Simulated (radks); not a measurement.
Problem. Successive ionisation energies (eV) of one element, from differences of total energies of ions in their ground configurations, starting at charge 0: 8.811, 14.949, 23.474, 34.828, 47.187, 95.646. All-electron calculation, scalar-relativistic Kohn-Sham, SCAN, spin-unpolarised, spherical densities, finite nucleus; meta-GGA in the generalised Kohn-Sham scheme; Fermi nuclear charge, rms radius 5.3507 fm. Program: a radial shooting solver on a logarithmic mesh with Libxc functionals. Which element is it?

Solution. Tantalum (Z = 73). The first species listed is Ta in [Xe] 4f14 5d3 6s2, the last Ta5+ in [Xe] 4f14.
